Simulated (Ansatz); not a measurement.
C2H6N2, SMILES `C=NCN` with one electron removed (charge 1, multiplicity 2), frozen-core CCSD(T)/cc-pVTZ // B3LYP-D3(BJ)/def2-TZVP in Ansatz (a program for electronic structure). The calculation was stopped at its time limit.

Ansatz 0.2 input:
```yaml
crystal:
  periodic: [false, false, false]
  atoms:
    - { symbol: C, position_ang: [1.74616, 0.19439, -0.369306] }
    - { symbol: N, position_ang: [0.827018, -0.378454, 0.271406] }
    - { symbol: C, position_ang: [-0.534979, -0.2342, -0.203513] }
    - { symbol: N, position_ang: [-1.346155, 0.294663, 0.885826] }
    - { symbol: H, position_ang: [1.567954, 0.807105, -1.262282] }
    - { symbol: H, position_ang: [2.776818, 0.089947, -0.035637] }
    - { symbol: H, position_ang: [-0.609818, 0.453767, -1.058013] }
    - { symbol: H, position_ang: [-0.847018, -1.232648, -0.544722] }
    - { symbol: H, position_ang: [-2.32409, 0.314602, 0.620229] }
    - { symbol: H, position_ang: [-1.255891, -0.309171, 1.696009] }
basis:
  gaussian: { orbitals: cc-pVTZ }
correlation:
  method: ccsd_t
total_charge: 1
magnetization:
  spin_polarized: true
  initial_magnetization: 1
```

The last lines of the output:

```
1168 factors; integrals over basis functions are off by at most 1.1e-3 eV
mean field evaluation 1: about -5105.7536 eV, gradient 3.2e1 eV
mean field evaluation 2: about -5105.7585 eV, gradient 3.2e1 eV
mean field evaluation 4: about -5110.4431 eV, gradient 3.8e0 eV
mean field evaluation 8: about -5110.6244 eV, gradient 1.6e0 eV
mean field evaluation 16: about -5111.7967 eV, gradient 2.1e-2 eV
mean field evaluation 32: about -5110.5880 eV, gradient 2.7e-1 eV
mean field evaluation 64: about -5111.4782 eV, gradient 2.3e0 eV
mean field evaluation 96: about -5111.0013 eV, gradient 9.5e0 eV
mean field evaluation 128: about -5110.1876 eV, gradient 7.5e-1 eV
mean field evaluation 160: about -5106.6299 eV, gradient 5.4e-2 eV
mean field evaluation 192: about -5110.6998 eV, gradient 2.6e-2 eV
mean field evaluation 224: about -5110.6927 eV, gradient 4.6e-1 eV
mean field evaluation 256: about -5110.1203 eV, gradient 3.4e-2 eV
mean field -5111.79675426 eV, -187.8550658187 hartree, gradient 2.5e-6 eV, S^2 0.762857; 11 other end points of the search recorded, 0 dependent functions left out
determinant -5111.79675426 eV, -187.8550658187 hartree, with singles and doubles -5132.03883849 eV, -188.5989486936 hartree
determinant -5111.53905580 eV, -187.8455955749 hartree, with singles and doubles -5131.74988222 eV, -188.5883297467 hartree
determinant -5110.69977874 eV, -187.8147527120 hartree, with singles and doubles -5131.72156439 eV, -188.5872890854 hartree
determinant -5110.60922469 eV, -187.8114249119 hartree, with singles and doubles -5131.51233027 eV, -188.5795998735 hartree
determinant -5110.12045224 eV, -187.7934628558 hartree, with singles and doubles -5129.84534140 eV, -188.5183391623 hartree
determinant -5111.79675426 eV, -187.8550658187 hartree, with singles and doubles -5131.80570265 eV, -188.5903811095 hartree
determinant -5111.53905580 eV, -187.8455955749 hartree, with singles and doubles -5131.54380620 eV, -188.5807565924 hartree
determinant -5110.69977874 eV, -187.8147527120 hartree, with singles and doubles -5131.48924543 eV, -188.5787515213 hartree
determinant -5111.79675426 eV, -187.8550658187 hartree, with singles and doubles -5131.81390160 eV, -188.5906824155 hartree
determinant -5111.53905580 eV, -187.8455955749 hartree, with singles and doubles -5131.54923898 eV, -188.5809562436 hartree
```
